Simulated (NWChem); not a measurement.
System: C₂H₅ClTe; SMILES Cl[Te]CC

Here is an NWChem input.

```
start job
memory heap 200 mb stack 900 mb global 1100 mb
geometry units angstroms noautoz
  Te    -0.712877     0.162809    -0.000177
  Cl     1.281533     1.465744     0.022538
  C      0.289263    -1.660911     0.585101
  C      1.329498    -2.142110    -0.402376
  H     -0.540456    -2.376786     0.713286
  H      0.713140    -1.462956     1.579947
  H      2.114112    -1.383812    -0.542927
  H      0.888189    -2.360068    -1.386114
  H      1.811330    -3.061528    -0.030322
end
basis spherical
  Te library def2-svp
  Cl library def2-svp
  C library def2-svp
  H library def2-svp
end
ecp
  Te library def2-ecp
end
dft
  xc xwpbe 0.80 cpbe96 1.0 hfexch 1.00
  cam 0.2 cam_alpha 0.2 cam_beta 0.8
  iterations 150
  mulliken
end
task dft energy
```

Coordinates come from a PBE0/def2-SVP optimisation. def2 effective core potentials on Te; no spin-orbit coupling.

Task: What results follow from this input? (LRC-wPBEh/def2-SVP with def2 effective core potentials on Te.) Quantities: energy (Ha); highest occupied level (eV); orbital gap (eV); dipole (D).

Result: The energy (Ha) comes out as -807.04, the highest occupied level (eV) is -7.92 and the orbital gap (eV) is 7.38. The dipole (D) is 2.74.
